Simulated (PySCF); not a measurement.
A side-by-side comparison of computed properties.

First species: C₈H₁₀Si.
SMILES with atom numbers: `[CH:1]#[C:2][C@H:3]([CH3:4])[C:5]1=[CH:6][SiH2:7][CH:8]=[CH:9]1` (hydrogens: H10 on C1; H11 on C3; H12, H13, H14 on C4; H15 on C6; H16, H17 on Si7; H18 on C8; H19 on C9)

Structure used (PBE0-D3(BJ)/def2-SVP), in Å, numbered top down from 1:
```xyz
19
C8H10Si angstrom
C     -2.6388    0.8354    1.6452
C     -1.9844    0.5049    0.6815
C     -1.2216    0.0730   -0.4865
C     -1.5942   -1.3669   -0.8787
C      0.2752    0.2089   -0.2988
C      0.9165    0.4175    0.8720
Si     2.7487    0.4371    0.5065
C      2.4729    0.1555   -1.3264
C      1.1392    0.0725   -1.5030
H     -3.2177    1.1386    2.4976
H     -1.5025    0.7360   -1.3274
H     -1.0341   -1.6872   -1.7694
H     -1.3544   -2.0548   -0.0552
H     -2.6687   -1.4434   -1.0968
H      0.3686    0.5377    1.8086
H      3.4279    1.7332    0.8161
H      3.5146   -0.6593    1.1771
H      3.1783    0.0767   -2.1560
H      0.6714   -0.0775   -2.4840
```

Second species: C8H10Si.
SMILES: `[C@@H]1([SiH2]C1)c1ccccc1`

Levels: wB97X-D/def2-SVPD for dipole moment, HOMO energy, LUMO energy, HOMO–LUMO gap, static isotropic polarisability and electronic spatial extent ⟨r²⟩ about the centre of nuclear charge; TDDFT wB97X-D/def2-SVPD for lowest singlet excitation; TDA wB97X-D/def2-SVPD for lowest triplet excitation (Tamm–Dancoff); ΔSCF wB97X-D/def2-SVPD for vertical ionisation energy; PBE0-D3(BJ)/def2-SVP for rotational constant A and rotational constant C. Geometries: PBE0-D3(BJ)/def2-SVP. Each species is one conformer at its optimised geometry, gas phase, non-relativistic unless stated; the electronic structure was computed with PySCF and density fitting.

Dipoles, sizes and rotational constants follow the conformer. The torsions of the flexible species, by atom-mapped SMILES:
- `[CH:1]#[C:2][C@H:3]([CH3:4])[C:5]1=[CH:6][SiH2:7][CH:8]=[CH:9]1`: C2–C3–C5–C6 14°
- `[cH:1]1[cH:2][cH:3][c:4]([C@@H:5]2[CH2:6][SiH2:7]2)[cH:8][cH:9]1`: C3–C4–C5–C6 23°

Values for the first species:

```
Dipole moment                                                     : 1.04 D
HOMO energy                                                       : -8.59 eV
LUMO energy                                                       : 0.25 eV
HOMO–LUMO gap                                                     : 8.84 eV
Lowest singlet excitation                                         : 4.52 eV
Lowest triplet excitation (Tamm–Dancoff)                          : 2.85 eV
Static isotropic polarisability                                   : 116.0 au
Vertical ionisation energy                                        : 8.57 eV
Electronic spatial extent ⟨r²⟩ about the centre of nuclear charge : 1619 bohr²
Rotational constant A                                             : 2.681 GHz
Rotational constant C                                             : 0.718 GHz
```

(1) Estimate the same properties for the second species, and the change in each.

Answers

(1) 
```tsv
property	first	second	second less first
dipole moment	1.04 D	0.82 D	-0.22 D
HOMO energy	-8.59 eV	-7.93 eV	+0.66 eV
LUMO energy	0.25 eV	1.27 eV	+1.02 eV
HOMO–LUMO gap	8.84 eV	9.20 eV	+0.36 eV
lowest singlet excitation	4.52 eV	5.10 eV	+0.58 eV
lowest triplet excitation (Tamm–Dancoff)	2.85 eV	3.94 eV	+1.09 eV
static isotropic polarisability	116.0 au	121.5 au	+5.5 au
vertical ionisation energy	8.57 eV	7.93 eV	-0.64 eV
electronic spatial extent ⟨r²⟩ about the centre of nuclear charge	1619 bohr²	1589 bohr²	-30 bohr²
rotational constant A	2.681 GHz	3.533 GHz	+0.852 GHz
rotational constant C	0.718 GHz	0.750 GHz	+0.032 GHz
```

On the first: The principal polarisabilities are 84.9, 120.8 and 142.3 au; their mean is the isotropic value. The ΔSCF ionisation energy falls short of −ε(HOMO) by 0.02 eV with wB97X-D.

On the second: In wavenumbers S1 is 41100 cm⁻¹ (1 eV = 8065.54 cm⁻¹). The vertical singlet–triplet gap S1 − T1 is 1.16 eV (TDDFT singlet less Tamm–Dancoff triplet; S1: HOMO→LUMO+1, weight 0.61; T1: HOMO→LUMO, weight 0.61).
